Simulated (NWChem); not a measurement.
All runs are NWChem calculations. System: BF, charge 0, spin multiplicity 1, at a geometry optimised with B3LYP/def2-SVP. The structure started from a generated list of species. Level: CCSDT/def2-SVP, 2 core orbitals frozen.

Part of the output:

```
             Northwest Computational Chemistry Package (NWChem) 7.3.0
             --------------------------------------------------------

                                NWChem Input Module
                                -------------------

 Scaling coordinates for geometry "geometry" by  1.889725989
 (inverse scale =  0.529177249)

 Turning off AUTOSYM since
 SYMMETRY directive was detected!

                             Geometry "geometry" -> ""
                             -------------------------

 Output coordinates in angstroms (scale by  1.889725989 to convert to a.u.)

  No.       Tag          Charge          X              Y              Z
 ---- ---------------- ---------- -------------- -------------- --------------
    1 B                    5.0000     0.00000000     0.00000000    -0.81227100
    2 F                    9.0000     0.00000000     0.00000000     0.45126200

 Effective nuclear repulsion energy (a.u.)      18.8463429170

            Nuclear Dipole moment (a.u.)
            ----------------------------
        X                 Y               Z
 ---------------- ---------------- ----------------
     0.0000000000     0.0000000000     0.0000056692

      Symmetry information
      --------------------

 Group name             C2v
 Group number             16
 Group order               4
 No. of unique centers     2

      Symmetry unique atoms

     1    2


 Summary of "ao basis" -> "" (spherical)
 ------------------------------------------------------------------------------
       Tag                 Description            Shells   Functions and Types
 ---------------- ------------------------------  ------  ---------------------
 *                          def2-svp                  on all atoms

 Summary of "ao basis" -> "ao basis" (spherical)
 ------------------------------------------------------------------------------
       Tag                 Description            Shells   Functions and Types
 ---------------- ------------------------------  ------  ---------------------
 B                          def2-svp                 6       14   3s2p1d
 F                          def2-svp                 6       14   3s2p1d

                                 NWChem SCF Module
                                 -----------------

  ao basis        = "ao basis"
  functions       =    28
  atoms           =     2
  closed shells   =     7
  open shells     =     0
  charge          =   0.00
[...]
     2   2 0 0     -7.709362      0.000000      0.000000
     2   1 1 0      0.000000      0.000000      0.000000
     2   1 0 1     -0.000000      0.000000      0.000000
     2   0 2 0     -7.709362      0.000000      0.000000
     2   0 1 1      0.000000      0.000000      0.000000
     2   0 0 2    -11.113773      0.000000     18.325479

                   NWChem Extensible Many-Electron Theory Module
                   ---------------------------------------------


            General Information
            -------------------
      Number of processors :     1
         Wavefunction type : Restricted Hartree-Fock
          No. of electrons :    14
           Alpha electrons :     7
            Beta electrons :     7
           No. of orbitals :    56
            Alpha orbitals :    28
             Beta orbitals :    28
        Alpha frozen cores :     2
         Beta frozen cores :     2
     Alpha frozen virtuals :     0
      Beta frozen virtuals :     0
         Spin multiplicity : singlet
    Number of AO functions :    28
       Number of AO shells :    12
        Use of symmetry is : on
      Symmetry adaption is : on
         Schwarz screening : 0.10D-09

          Correlation Information
          -----------------------
          Calculation type : Coupled-cluster singles, doubles, & triples
   Perturbative correction : none
            Max iterations :      100
        Residual threshold : 0.10D-05
     T(0) DIIS level shift : 0.00D+00
     L(0) DIIS level shift : 0.00D+00
     T(1) DIIS level shift : 0.00D+00
     L(1) DIIS level shift : 0.00D+00
     T(R) DIIS level shift : 0.00D+00
     T(I) DIIS level shift : 0.00D+00
   CC-T/L Amplitude update :  5-th order DIIS
                I/O scheme : Global Array Library
        L-threshold :  0.10D-05
        EOM-threshold :  0.10D-05
 no EOMCCSD initial starts read in
 TCE RESTART OPTIONS
 SLICE:      F
 D4D5:       F
 quantumc:   F
 qrotation:  F
 pwtce:      F
 qducc:      F
 nacto:                         0
 nrotv:                         0
 nrot:                          0

            Memory Information
            ------------------
          Available GA space size is     249036016 doubles
          Available MA space size is     104856140 doubles

 Maximum block size supplied by input
 Maximum block size        24 doubles

 tile_dim =      9

 -------------------------------------------------

 Global array virtual files algorithm will be used

 Parallel file system coherency ......... OK

 4-electron integrals stored in orbital form

 v2    file size   =            32907
 4-index algorithm nr.  13 is used
 imaxsize =       30
 imaxsize ichop =        0
 IN MAPPING 1 for UCC(4),CCSDT,CCSDTQ


 CCSDT iterations
 --------------------------------------------------------
 Iter          Residuum       Correlation     Cpu    Wall
 --------------------------------------------------------
    1   0.4481320458205  -0.2468333684600     2.7     2.7
    2   0.1231697691740  -0.2506319967575     2.8     2.8
    3   0.1256687634168  -0.2652025497747     3.2     3.2
    4   0.0662307932227  -0.2640641938274     2.8     2.8
    5   0.0596636664449  -0.2682352950269     2.8     2.8
    6   0.0087361177736  -0.2687231666879     2.6     2.6
    7   0.0035823496338  -0.2686328242185     2.6     2.6
    8   0.0021071643047  -0.2686540493399     2.3     2.3
    9   0.0010882610901  -0.2686868757635     2.2     2.2
   10   0.0007013537182  -0.2687056054019     2.3     2.3
   11   0.0002254270792  -0.2687363345311     2.5     2.5
   12   0.0000925391453  -0.2687340427424     2.3     2.3
   13   0.0000732601535  -0.2687404934656     1.5     1.5
   14   0.0000468244846  -0.2687392042802     1.4     1.4
   15   0.0000362447024  -0.2687413688678     1.8     1.8
   16   0.0000055365759  -0.2687414120339     2.5     2.5
   17   0.0000022411971  -0.2687413122741     1.4     1.4
   18   0.0000012666930  -0.2687413034136     1.3     1.3
   19   0.0000006767965  -0.2687413145270     1.6     1.6
 --------------------------------------------------------
 Iterations converged
 CCSDT correlation energy / hartree =        -0.268741314526989
 CCSDT total energy / hartree       =      -124.271601967961004

 Singles contributions

 Doubles contributions
     9b1  (alpha)     9b1  (beta ) ---     7a1  (alpha)     7a1  (beta )       -0.1219062697
     8b2  (alpha)     8b2  (beta ) ---     7a1  (alpha)     7a1  (beta )       -0.1219062697

 Task  times  cpu:       43.9s     wall:       43.9s

 Total times  cpu:       44.0s     wall:       44.0s
```

### Question
Write an NWChem input that would produce this output.

### Answer
One answer among several that fit: 
```
start mol
memory heap 100 mb stack 700 mb global 1900 mb
geometry units angstroms nocenter noautoz
  B      0.000000     0.000000    -0.812271
  F      0.000000     0.000000     0.451262
  symmetry group C2v
end
basis spherical
  * library def2-svp
end
scf
  rhf
  nopen 0
  maxiter 100
  thresh 1e-7
  semidirect memsize 60000000 filesize 0
end
tce
  freeze core 2
  ccsdt
  2eorb
  2emet 13
  thresh 1e-6
  maxiter 100
  tilesize 24
end
task tce energy
```
